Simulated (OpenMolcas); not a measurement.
# Nb3+: ligand-field states by method

Nb3+ with its 6 nearest fluoride ions at 1.986 Å, on the Mg site of KMgF3 (a = 3.973 Å, distance in the model lattice 1.986 Å). The rest of the host is ab initio model potentials to 7.6 Å, with orthogonalisation functions on the cations behind the ligands, and point charges beyond; the distance is set by hand and nothing relaxes, and no local charge compensation is placed. Ligand basis ANO-RCC-VDZP.

```
Program             : OpenMolcas
Basis               : ANO-RCC-VTZP [7s6p4d2f1g]
Scalar Hamiltonian  : DKH2, point nucleus
Active space        : 2 electrons in 5 orbitals (4d)
State averaging     : 2S+1 = 3 even, 10 roots; 2S+1 = 1 even, 15 roots
Spin-orbit coupling : RASSI with atomic mean-field integrals over the reference wave functions
```

I. CASSCF
II. SS-CASPT2, IPEA 0.25 Eh, imaginary shift 0.1 Eh (closed shells correlated: 4s 4p and the ligand valence shells)
III. SS-CASPT2, IPEA 0.5 Eh, imaginary shift 0.1 Eh (closed shells correlated: 4s 4p and the ligand valence shells)

Spin-free states (labels of O, the rotations of Oh) in cm-1, each column counted from its own energy of the first state listed:

```csv
State,Degeneracy,I,II,III
3T1,3,0,0,0
1E,2,9779,7430,7470
1T2,3,9972,7400,7270
1A1,1,22740,17600,18110
3T2,3,30901,31360,31430
3T1,3,39691,38050,38390
1T2,3,42232,39850,40020
1T1,3,44470,41300,41590
3A2,1,63630,64360,64740
1E,2,75064,72350,72610
1A1,1,87755,82070,82460
```

From I to II, I's first state of the same spin (3T2) moves from 30901 to 31360 cm-1, by about +460 cm-1.

From I to II, I's first state of another spin (1E) moves from 9779 to 7430 cm-1, by about -2300 cm-1. In II another state of that kind comes below it.

I: A least-squares ligand-field fit to the states below 45000 cm-1, each weighted by its degeneracy and with a free common offset, gives 10Dq = 32553 cm-1, B = 689 cm-1 and C = 2717 cm-1 (C/B = 3.94), with an rms deviation of 101 cm-1. The same method and metal basis give the free ion B = 757 cm-1 (fit to its terms below 60000 cm-1, rms deviation 27 cm-1), so the nephelauxetic ratio is β = 689 / 757 = 0.91; it hangs on how both fits weigh the states, and computed free-ion B values tend to be too large, so β mixes covalency with correlation.

II: A least-squares ligand-field fit to the states below 45000 cm-1, each weighted by its degeneracy and with a free common offset, gives 10Dq = 32572 cm-1, B = 528 cm-1 and C = 2001 cm-1 (C/B = 3.79), with an rms deviation of 174 cm-1. The same method and metal basis give the free ion B = 697 cm-1 (fit to its terms below 60000 cm-1, rms deviation 532 cm-1), so the nephelauxetic ratio is β = 528 / 697 = 0.76; it hangs on how both fits weigh the states, and computed free-ion B values tend to be too large, so β mixes covalency with correlation.

III: A least-squares ligand-field fit to the states below 45000 cm-1, each weighted by its degeneracy and with a free common offset, gives 10Dq = 32742 cm-1, B = 552 cm-1 and C = 1988 cm-1 (C/B = 3.60), with an rms deviation of 208 cm-1. 

From I to II, 10Dq changes by 0 %, B by -23 % and C by -26 %.

χT at 300 K: I 0.48, II 0.47, III 0.47 cm3 K/mol.

Roots that are degenerate in the reference are averaged as groups; the widest CASPT2 spread within a group is 530 cm-1 (the 3-fold group of multiplicity 1 near 41300 cm-1 above the lowest state of its run, II). Shifts and gaps below about the spread of the groups concerned are not significant. Over all roots computed the reference weight is 0.73 to 0.74 in II, 0.73 to 0.74 in III; a low but even weight reflects the number of correlated electrons. An orbital triplet at a regular site is open to Jahn-Teller coupling, which can distort the site and quench the lowest spin-orbit gaps and is left out. The least metal-like active orbital is 82 % on the metal (Löwdin) and no ligand orbital is active, so the numbers are rough. Ligand-to-metal charge-transfer states are missing. With no ligand orbital active B as a rule stays too high, so bands that hang on it stand too high and its fall with covalency is understated. Without dynamic correlation the repulsion within the d shell is too large (B by tens of per cent), so at a given field states of lower spin stand too high (holds for I). With metal d orbitals alone the field can be off either way by tens of per cent (holds for I). With one d shell and no ligand orbital active, 10Dq can be off by a tenth or more (holds for II; III). The distance lies 1 % under the 2.015 Å that this model takes as the normal distance (a Shannon-type radius plus a fixed donor radius, weighted with the host); by an R⁻⁵ law this alone changes a d-shell field by about +8 %. No measured value stands beside these numbers; the geometry was set by hand and not optimised.
